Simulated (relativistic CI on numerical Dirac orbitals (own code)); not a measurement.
Sensitivity of the levels of Rh VI to α and to the nuclear radius

Calculated at this level of theory: Dirac-Coulomb-Breit CI, KLI orbitals optimised for each configuration, valence Slater integrals scaled by 0.85, P86 correlation energy added to each configuration, derivatives by finite differences, QED left out (own radial code, finite nucleus).

Configurations in the expansion (outside the closed core [Ar] 3d10 4p6): 4s2 4d4, 4s2 4d3 5s, 4s2 4d3 4f, 4s2 4d3 5p, 4s2 4d3 5d, 4s2 4d2 5s2, 4s2 4d2 5s 5p, 4s 4d5. Levels of other configurations are missing.

With x = (α/α₀)² − 1 an excitation energy changes as ω = ω₀ + qx; K = 2q/ω₀ is the relative enhancement. Terms are leading LS components, so labels can repeat. The field-shift factor is F = δν/δ⟨r²⟩ for the transition from the lowest level.

Lowest level 4s2 4d4 5D_0.

```csv
Level,ω₀ (cm⁻¹),q (cm⁻¹),K,F (GHz/fm²)
4s2 4d4 5D_1,678.9,1040,3.06,0.0109
4s2 4d4 5D_2,1758.1,2340,2.66,0.0255
4s2 4d4 5D_3,3057.0,3600,2.36,0.0409
4s2 4d4 5D_4,4488.0,4748,2.12,0.0567
4s2 4d4 3P_0,17975.7,-1230,-0.137,0.1
4s2 4d4 3H_4,19186.4,431.5,0.045,0.0868
4s2 4d4 3H_5,20821.0,2707,0.26,0.118
4s2 4d4 3P_1,21198.4,2102,0.198,0.158
4s2 4d4 3F_3,21992.2,1466,0.133,0.0934
4s2 4d4 3H_6,22044.3,3836,0.348,0.137
4s2 4d4 3F_2,22565.0,2280,0.202,0.123
4s2 4d4 3F_4,23206.1,3750,0.323,0.126
4s2 4d4 3P_2,25188.1,4962,0.394,0.188
4s2 4d4 3G_3,25719.3,4940,0.384,0.132
4s2 4d4 3G_4,25971.4,3950,0.304,0.107
4s2 4d4 3G_5,27170.0,6056,0.446,0.137
4s2 4d4 3D_3,30200.8,3163,0.209,0.0545
4s2 4d4 3D_2,30809.2,4165,0.27,0.094
4s2 4d4 1I_6,31235.9,4796,0.307,0.17
4s2 4d4 3D_1,31414.3,4849,0.309,0.0759
4s2 4d4 1G_4,33191.1,7316,0.441,0.135
4s2 4d4 1S_0,35691.2,5822,0.326,0.0222
4s2 4d4 1D_2,39070.1,5003,0.256,0.288
```

At this charge configurations can still be misplaced by up to about 7 % of their energy.
